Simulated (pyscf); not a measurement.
`[SiH]=[PH]`, doublet

Gas-phase minimum from PySCF at ωB97X-D3(BJ)/def2-SVP, one conformer. [HSi=PH]• lies 5.2 kcal/mol over its isomer H₂Si=P•, and others may lie lower still (electronic energy, ωB97M-D3(BJ)). 

SMILES: P=[SiH]
```xyz
4

Si     0.4746     0.1774    -0.0408
P     -0.2775    -0.2751    -1.9008
H      0.7726     1.6178     0.2756
H     -0.3641    -1.6791    -1.6624
```
Charge 0, spin multiplicity 2.

Bonded distances (Å): Si1–P2 2.057, Si1–H3 1.505, P2–H4 1.427. Bond angles (°): P2–Si1–H3 118.2, Si1–P2–H4 95.0.

Properties at ωB97X-D3(BJ)/def2-SVP:

```yaml
harmonic_wavenumbers_unscaled: 479, 509, 643, 805, 2176, 2438 cm⁻¹
zero_point_energy: 10.1 kcal/mol
rotational_symmetry_number: 1
Entropy of this conformer at 298 K and 1 atm, rigid rotor and harmonic oscillator, modes under 100 cm⁻¹ raised to 100: 262.8 J/(mol K)
dipole_moment: 1.46 D
Spin expectation value S2: 0.762
```

Single-point totals, which compare only within one level (frozen core for MP2 and CC):

| level | total energy (hartree) |
|---|---|
| ωB97X-D3(BJ)/def2-TZVP | -632.01816 |
| PBE/def2-TZVP | -631.68331 |
| r²SCAN/def2-TZVP | -631.93567 |
| B3LYP-D3(BJ)/def2-TZVP | -632.03518 |
| PBE0-D3(BJ)/def2-TZVP | -631.73786 |
| M06-2X/def2-TZVP | -631.94070 |
| ωB97M-D3(BJ)/def2-TZVP | -632.06777 |
| UHF/def2-TZVPP | -630.78607 |
| MP2/def2-TZVPP | -631.01655 |
| CCSD/def2-TZVPP | -631.06081 |
| CCSD(T)/def2-TZVPP | -631.07673 |

The CCSD(T) − MP2 part came from Ansatz, without density fitting, on the same reference. An open-shell T1 diagnostic exceeds 0.045. A UHF reference is spin-contaminated (<S²> up to 1.15), which harms MP2 most.
